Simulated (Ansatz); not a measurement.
`[Cl][In]([Br])[Br]`, charge 0, multiplicity 1.

Give a relaxed structure at PBE0-D4/def2-TZVP (the Gaussian-basis code of Ansatz). (Best estimate.)

Computed: 
Z-matrix (Å, degrees):
```
In
Cl 1 2.299
Br 1 2.434 2 119.4
Br 1 2.434 2 119.4 3 -180.0
```
Point group C2v.
